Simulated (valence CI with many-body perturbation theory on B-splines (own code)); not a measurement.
## E1 transitions of Os XLV

Method: configuration interaction combined with many-body perturbation theory (CI+MBPT): four valence electrons over a frozen Dirac-Fock core [Ar] 3d10, a basis of 11 s, 11 p, 10 d, 8 f, 5 g, 2 h functions for each j, with the one-electron correlation potential Σ1, the two-electron term Σ2, the three-electron term Σ3, Breit, model QED; selected CI, second order for the rest, scaled by the run's own slope (own B-spline code, finite nucleus).

The last digits are not significant, and no measured levels were compared; by estimate large intervals hold to a few tenths of a per cent, small ones and those within an open d or f shell to about a per cent. Among the levels kept, up to 430 cm⁻¹ of a level comes from second order outside the variational space, and about a tenth of that is noise between levels of different J, which matters for small intervals.

Lines 101 to 150 of 548 in falling wavelength, among levels below 5771.9 × 10³ cm⁻¹, chosen from the strongest by gf and those to the six lowest levels. Wavelengths and rates use the calculated energies. Electric multipoles are in the length gauge, E1 and E2 with the static RPA response of the core. Weak lines are less certain than strong ones. Lines between different terms over intervals too small for the method are left out, as are lines whose strength nearly cancels. Where a level lies close to another of its J and parity, the split of strength between their lines is uncertain. The highest levels of a list are the least certain.

Levels are named by their leading jj configuration (3d3/2^4 stands for four electrons in 3d with j = 3/2), which in mixed levels can hold well under half, so a name can repeat and another be missing. Letters in brackets count levels of one name in rising energy.

```
λ vac (Å)                           Upper                           Lower   A (s⁻¹)  log gf  Branch %
    66.25  (4s 4p1/2 4p3/2 4f7/2) J=3 [c]  (4s 4p1/2 4p3/2 4d5/2) J=2 [c]  1.75e+11   -0.09      19.5
    66.14  (4s 4p1/2 4p3/2 4f7/2) J=2 [c]  (4s 4p1/2 4p3/2 4d3/2) J=2 [d]  7.88e+10   -0.59       9.4
    66.04          (4s^2 4p3/2 4f7/2) J=3          (4s^2 4p3/2 4d5/2) J=2  7.06e+10   -0.49      14.3
    66.03          (4s^2 4d3/2 4d5/2) J=2          (4s^2 4p3/2 4d3/2) J=1  6.74e+10   -0.66       4.3
    66.02          (4s^2 4p1/2 4d5/2) J=3          (4s^2 4p1/2 4p3/2) J=2  1.62e+11   -0.13      99.7
    65.98          (4s 4p1/2 4d5/2^2) J=2  (4s 4p1/2 4p3/2 4d5/2) J=1 [b]  2.39e+11   -0.11      34.1
    65.96  (4s 4p1/2 4d3/2 4d5/2) J=4 [c]  (4s 4p1/2 4p3/2 4d5/2) J=4 [a]  4.28e+10   -0.60       5.2
    65.95      (4s 4p1/2 4d5/2^2) J=1 [b]  (4s 4p1/2 4p3/2 4d5/2) J=1 [c]  3.16e+11   -0.21      35.4
    65.93  (4s 4p1/2 4p3/2 4f7/2) J=5 [d]  (4s 4p1/2 4p3/2 4d5/2) J=4 [c]  2.30e+11    0.22      34.7
    65.87          (4s^2 4p1/2 4f7/2) J=4          (4s^2 4p1/2 4d5/2) J=3  1.38e+11   -0.09      97.2
    65.74  (4s 4p1/2 4d3/2 4d5/2) J=3 [c]  (4s 4p1/2 4p3/2 4d3/2) J=2 [c]  1.06e+11   -0.32       7.9
    65.54      (4s 4p1/2 4d5/2^2) J=3 [b]  (4s 4p1/2 4p3/2 4d3/2) J=2 [d]  9.73e+10   -0.36      11.2
    65.52  (4s 4p1/2 4p3/2 4f5/2) J=3 [d]  (4s 4p1/2 4p3/2 4d5/2) J=2 [b]  5.20e+10   -0.63       5.3
    65.50          (4s^2 4d3/2 4d5/2) J=2          (4s^2 4p3/2 4d3/2) J=2  6.33e+10   -0.69       4.0
    65.42  (4s 4p1/2 4p3/2 4f7/2) J=2 [c]  (4s 4p1/2 4p3/2 4d5/2) J=2 [b]  7.19e+10   -0.64       8.6
    65.41  (4s 4p1/2 4p3/2 4f7/2) J=5 [b]      (4s 4p1/2 4p3/2 4d5/2) J=5  4.44e+10   -0.50      11.0
    65.39          (4s^2 4p1/2 4d5/2) J=2          (4s^2 4p1/2 4p3/2) J=1  1.27e+11   -0.39      86.1
    65.27       (4p1/2^2 4p3/2 4d5/2) J=1           (4p1/2^2 4p3/2^2) J=0  2.65e+11   -0.29      38.5
    65.27  (4s 4p1/2 4d3/2 4d5/2) J=3 [a]  (4s 4p1/2 4p3/2 4d3/2) J=3 [a]  5.08e+10   -0.64      16.0
    65.27          (4s 4p3/2^2 4d3/2) J=4          (4s^2 4p3/2 4d5/2) J=3  4.84e+10   -0.56       2.6
    65.25          (4s^2 4p3/2 4f7/2) J=5          (4s^2 4p3/2 4d5/2) J=4  1.02e+11   -0.14     100.0
    65.25  (4s 4p1/2 4p3/2 4f7/2) J=2 [a]  (4s 4p1/2 4p3/2 4d5/2) J=2 [a]  1.87e+11   -0.22      51.2
    65.10  (4s 4p1/2 4p3/2 4f7/2) J=2 [c]  (4s 4p1/2 4p3/2 4d5/2) J=1 [a]  6.20e+10   -0.71       7.4
    65.08  (4s 4p1/2 4p3/2 4f7/2) J=5 [c]  (4s 4p1/2 4p3/2 4d5/2) J=4 [b]  1.58e+11    0.04      28.0
    65.05  (4s 4p1/2 4p3/2 4d5/2) J=3 [b]          (4s 4p1/2 4p3/2^2) J=3  5.66e+10   -0.60       7.9
    65.01      (4s 4p1/2 4p3/2 4d5/2) J=0      (4s 4p1/2 4p3/2^2) J=1 [b]  3.57e+11   -0.65      40.0
    64.96  (4s 4p1/2 4d3/2 4d5/2) J=3 [a]  (4s 4p1/2 4p3/2 4d3/2) J=2 [a]  1.18e+11   -0.28      37.1
    64.94      (4s 4p1/2 4d3/2 4d5/2) J=5      (4s 4p1/2 4p3/2 4d3/2) J=4  6.64e+10   -0.34      50.7
    64.91  (4s 4p1/2 4d3/2 4d5/2) J=4 [a]  (4s 4p1/2 4p3/2 4d3/2) J=3 [a]  8.95e+10   -0.29      48.8
    64.84  (4s 4p1/2 4p3/2 4f7/2) J=4 [a]  (4s 4p1/2 4p3/2 4d5/2) J=4 [a]  5.65e+10   -0.49      12.4
    64.82          (4s 4p1/2 4d5/2^2) J=5      (4s 4p1/2 4p3/2 4d5/2) J=5  1.22e+11   -0.07      24.6
    64.72          (4s 4p1/2^2 4d5/2) J=3          (4s 4p1/2^2 4p3/2) J=2  2.49e+11    0.04      89.5
    64.65  (4s 4p1/2 4p3/2 4d5/2) J=3 [a]      (4s 4p1/2 4p3/2^2) J=2 [a]  7.24e+10   -0.50      17.5
    64.65  (4s 4p1/2 4d3/2 4d5/2) J=2 [c]  (4s 4p1/2 4p3/2 4d3/2) J=1 [b]  1.29e+11   -0.39       8.8
    64.55      (4s 4p3/2^2 4d3/2) J=2 [a]          (4s^2 4p3/2 4d5/2) J=2  1.40e+11   -0.36      12.7
    64.55  (4s 4p1/2 4p3/2 4d5/2) J=4 [b]          (4s 4p1/2 4p3/2^2) J=3  1.16e+11   -0.19      42.1
    64.51  (4s 4p1/2 4p3/2 4d5/2) J=2 [c]      (4s 4p1/2 4p3/2^2) J=2 [b]  7.15e+10   -0.65       8.0
    64.51  (4s 4p1/2 4p3/2 4f5/2) J=2 [a]  (4s 4p1/2 4p3/2 4d3/2) J=2 [b]  6.68e+10   -0.68      11.2
    64.51      (4s 4p1/2 4p3/2 4f7/2) J=6      (4s 4p1/2 4p3/2 4d5/2) J=5  2.12e+11    0.24      92.9
    64.49      (4s 4p3/2^2 4d5/2) J=1 [b]                (4s 4p3/2^3) J=1  4.01e+11   -0.12      22.4
    64.27  (4s 4p1/2 4d3/2 4d5/2) J=4 [b]      (4s 4p1/2 4p3/2 4d3/2) J=4  5.58e+10   -0.51      23.4
    64.22  (4s 4p1/2 4p3/2 4f5/2) J=2 [c]  (4s 4p1/2 4p3/2 4d3/2) J=1 [d]  7.75e+10   -0.62      13.2
    64.05  (4s 4p1/2 4p3/2 4d5/2) J=1 [c]      (4s 4p1/2 4p3/2^2) J=1 [a]  3.86e+11   -0.15      49.6
    64.03          (4s^2 4p3/2 4d5/2) J=1              (4s^2 4p3/2^2) J=0  3.20e+11   -0.23      64.6
    64.01  (4s 4p1/2 4p3/2 4f7/2) J=5 [a]  (4s 4p1/2 4p3/2 4d5/2) J=4 [a]  2.15e+11    0.16      77.2
    63.99  (4s 4p1/2 4p3/2 4f5/2) J=3 [d]  (4s 4p1/2 4p3/2 4d5/2) J=3 [a]  4.29e+10   -0.73       4.4
    63.98  (4s 4p1/2 4p3/2 4d3/2) J=3 [b]          (4s^2 4p1/2 4d5/2) J=2  1.11e+11   -0.32      10.1
    63.95  (4s 4p1/2 4d3/2 4d5/2) J=2 [a]  (4s 4p1/2 4p3/2 4d3/2) J=2 [a]  1.04e+11   -0.50      10.4
    63.89  (4s 4p1/2 4p3/2 4f7/2) J=2 [c]  (4s 4p1/2 4p3/2 4d5/2) J=3 [a]  8.55e+10   -0.58      10.2
    63.89  (4s 4p1/2 4p3/2 4f7/2) J=4 [c]  (4s 4p1/2 4p3/2 4d5/2) J=3 [a]  1.65e+11   -0.04      29.3
```
